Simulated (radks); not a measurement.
Task: These are the eigenvalues of the occupied orbitals of an atom or ion with whole-number occupations (Ry). All-electron calculation, Dirac Kohn-Sham, LDA (Slater exchange, Perdew-Wang correlation), spin-unpolarised, spherical densities, finite nucleus; Fermi nuclear charge, rms radius of each element as measured or else 0.836 A^(1/3) + 0.57 fm. Program: a radial shooting solver on a logarithmic mesh with Libxc functionals.

1s1/2: -6644.157
2s1/2: -1193.965
2p1/2: -1148.128
2p3/2: -977.8346
3s1/2: -289.1069
3p1/2: -268.2047
3p3/2: -230.0849
3d3/2: -195.4785
3d5/2: -187.3888
4s1/2: -67.26118
4p1/2: -58.14855
4p3/2: -48.73521
4d3/2: -33.82374
4d5/2: -32.06615
5s1/2: -12.82790
4f5/2: -12.69162
4f7/2: -12.28770
5p1/2: -9.65125
5p3/2: -7.82084
5d3/2: -3.38013
5d5/2: -3.15650
6s1/2: -2.25587
6p1/2: -1.56359

Which element is it, and in what charge state? The configuration may be excited. Open shells, if any, fill j = l - 1/2 first.

Result: Z = 83, bismuth, charge +2: Bi2+ in [Hg] 6p1. The list shows which subshells hold electrons but not how many an open one holds; the 1s level, -3322.1 hartree, gives Z - s = 81.5 by -(Z - s)^2/2, which with screening and relativity narrows Z to a few neighbours, and the depths of the outer levels then fix element, charge and occupations together.
